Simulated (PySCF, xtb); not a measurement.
B(Cl)(Me)(NH2) (CH5BClN), SMILES CB(N)Cl. Atoms are numbered in the order given.

```xyz
9

B     -0.0878    -0.4165     0.0000
Cl     0.1462     1.3680     0.0000
C      1.1751    -1.3521     0.0000
H      1.8047    -1.1445     0.8817
H      0.9248    -2.4252     0.0000
H      1.8047    -1.1445    -0.8817
N     -1.4001    -0.8858     0.0000
H     -1.6242    -1.8736     0.0000
H     -2.2061    -0.2719     0.0000
```
Charge 0, spin multiplicity 1.

Coordinates come from a B3LYP-D3(BJ)/def2-SVP optimisation. One conformer was computed; it need not be the lowest.

Method: IEF-PCM-M06-2X/def2-SVP (PySCF).

The values are the electrostatic part of the solvation free energy, E(continuum) − E(gas) at the gas-phase geometry, in a cavity of scaled van der Waals radii (PySCF's table); cavitation and dispersion terms are not included. In vacuum the orbital gap is 11.33 eV. The dipole moment in vacuum is 2.74 D.

Computed values in water (ε = 78.36), toluene (ε = 2.37), acetone (ε = 20.49):
| solvent | ε | ΔG(elec) (kcal/mol) | dipole (D) | gap (eV) |
|---|---|---|---|---|
| water | 78.36 | -4.4 | 3.45 | 11.32 |
| toluene | 2.37 | -2.1 | 3.07 | 11.34 |
| acetone | 20.49 | -4.2 | 3.41 | 11.32 |

For comparison, GFN2-xTB/ALPB(water) (xtb, at the GFN2-xTB geometry, all terms of that model) gives -5.2 kcal/mol.
